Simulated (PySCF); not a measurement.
Isomers of C4H8F2O2Si, from PBE0-D3(BJ)/def2-SVP geometry optimisation, gas phase in PySCF 2.14.0. One conformer each, no zero-point energy, no frequencies.

Problem. Which is lowest in electronic energy at this level?
A. `[F:1][CH:2]([F:3])[O:4][C@@H:5]1[CH2:6][CH2:7][O:8][SiH2:9]1` with F1–C2–O4–C5 -162°, C2–O4–C5–C6 -81°, O4–C5–C6–C7 -76°, C5–C6–C7–O8 -43°, C6–C7–O8–Si9 27°, C7–O8–Si9–C5 -3°: A = 2755, B = 828.0, C = 713.1 MHz, dipole 2.72 D
B. `[F:1][CH2:2][C@@H:3]1[O:4][SiH2:5][O:6][C@H:7]1[CH2:8][F:9]` with F1–C2–C3–O4 67°, O6–C7–C8–F9 -177°, C2–C3–O4–Si5 -96°, C3–O4–Si5–O6 -16°, O4–Si5–O6–C7 -1°, Si5–O6–C7–C8 -106°: A = 1833, B = 1185, C = 903.0 MHz, dipole 0.61 D
C. `[F:1][CH:2]([F:3])[CH:4]1[CH2:5][O:6][SiH2:7][O:8][CH2:9]1` with F1–C2–C4–C5 63°, C2–C4–C5–O6 178°, C4–C5–O6–Si7 50°, C5–O6–Si7–O8 -39°, O6–Si7–O8–C9 39°: A = 2952, B = 847.3, C = 747.6 MHz, dipole 1.17 D
D. `[F:1][CH:2]([F:3])[O:4][C@H:5]1[CH2:6][CH2:7][SiH2:8][O:9]1` with F1–C2–O4–C5 -77°, C2–O4–C5–C6 177°, O4–C5–C6–C7 76°, C5–C6–C7–Si8 33°, C6–C7–Si8–O9 -15°, C7–Si8–O9–C5 -8°: A = 2748, B = 814.5, C = 772.8 MHz, dipole 2.89 D

Solution. C. That is `C1C(CO[SiH2]O1)C(F)F`, 9.7 kcal/mol below the next.

```
                   SMILES                                                 mapped SMILES      E (Eh)  relative (kcal/mol)  relative (kJ/mol)  dipole (D)
       FC(F)C1CO[SiH2]OC1    [F:1][CH:2]([F:3])[CH:4]1[CH2:5][O:6][SiH2:7][O:8][CH2:9]1  -795.81600                  0.0                0.0        1.17
   FC(F)O[C@H]1CC[SiH2]O1   [F:1][CH:2]([F:3])[O:4][C@H:5]1[CH2:6][CH2:7][SiH2:8][O:9]1  -795.80051                  9.7               40.7        2.89
FC[C@@H]1O[SiH2]O[C@H]1CF   [F:1][CH2:2][C@@H:3]1[O:4][SiH2:5][O:6][C@H:7]1[CH2:8][F:9]  -795.80023                  9.9               41.4        0.61
  FC(F)O[C@@H]1CCO[SiH2]1  [F:1][CH:2]([F:3])[O:4][C@@H:5]1[CH2:6][CH2:7][O:8][SiH2:9]1  -795.77611                 25.0              104.7        2.72
```

As drawn, the highest has an Si–C bond, which the lowest lacks.
